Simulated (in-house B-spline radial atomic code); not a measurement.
Values are calculated unless marked as measured or tabulated.
C6 from the polarisability at imaginary frequency: Ca2+

wB97X linear response of the closed shell [Ne] 3s2 3p6, from a B-spline radial code for spherical atoms; scalar-relativistic (spin-free one-electron X2C), finite nucleus, no spin-orbit coupling.

The dispersion coefficient of two like species is C6 = (3/π) ∫ α(iu)² du from 0 to ∞.

| u (hartree) | α(iu) (bohr³) |
| --- | --- |
| 0 | 3.297 |
| 0.156 | 3.249 |
| 0.364 | 3.053 |
| 0.624 | 2.675 |
| 1.04 | 2.02 |
| 1.56 | 1.386 |
| 2.34 | 0.8325 |
| 3.64 | 0.4319 |
| 5.2 | 0.2453 |
| 7.79 | 0.1281 |
| 13 | 0.05655 |
| 26 | 0.01823 |

Problem. Fit one oscillator, α(iu) = α(0)/(1 + u²/ω²), through u = 2.34 and estimate C6.

Solution. From α(0)/α(iu) − 1 = 3.297/0.8325 − 1 = 2.9604, ω = u/√2.9604 = 1.3600 hartree (37.0 eV). London's formula gives C6 = (3/4) α(0)² ω = 0.75 × 3.297² × 1.3600 = 11.09 hartree·bohr⁶, and the oscillator holds f = α(0) ω² = 6.10 electrons, of a sum of oscillator strengths of 17.9.

Problem. How does that compare with the full integral?

Solution. The program's quadrature over all excitations gives C6 = 10.9, so the single oscillator is off by +1.7 %. At the last point the fit gives α = 0.009 against 0.0182: higher excitations, and deeper shells where there are any, keep the true curve higher at large u.
